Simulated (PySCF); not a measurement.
An unknown shows these calculated signals:

¹H NMR (500 MHz, computed): δ 6.42 (s, 1H), 5.86 (s, 1H), 3.91 (t, 3H), 2.14 (q, 2H), 1.42 (m, 2H), 1.42 (m, 2H).

¹³C{¹H} NMR (computed): δ 152.1 (C), 148.2 (C), 136.0 (CH), 134.8 (CH), 41.5 (C), 17.1 (CH2), 15.9 (CH2).

Relativity neglected, equivalent nuclei averaged, gas phase, one computed conformer. Shielding tensors at PBE0/pcSseg-1 (GIAO); structure optimised with GFN2-xTB; PySCF 2.14.

δ = σ(ref) − σ, references computed at the same level: TMS for ¹H and ¹³C.

Q: Which of these does the molecule contain: an N-methyl group, a non-aromatic C=C double bond, a methoxy group, a three-membered ring, a Si–H bond, a heteroaromatic ring?

A: 
- An N-methyl group: no.
- A non-aromatic C=C double bond: yes.
- A methoxy group: no.
- A three-membered ring: yes.
- A Si–H bond: yes (δH 3.91 (t)).
- A heteroaromatic ring: no.

The data belong to `C1=C(Cl)C2(C=C1C[SiH3])CC2`, C8H11ClSi; they needn't prove each group on their own.

Carbon signals by region: 4 in the sp2 and nitrile region (100–160 ppm), 3 below 50 ppm.

Carbons that carry Cl, above all several Cl atoms, come out too deshielded, partly because spin–orbit coupling is missing. Shifts are as computed. Against solution values, carbons near 30 ppm lie about +3 ppm off and those near 130 ppm about +5 ppm; carbons on Cl a further +6 ppm. Of 1211 compounds with measured shifts, 218 miss one by over three times the rms of a fit or turn the order of signals round; such compounds aren't used in these exercises. Multiplicities follow the n + 1 count of equivalent neighbours, as no J values were calculated; m marks all less simple cases, F and P coupling included.
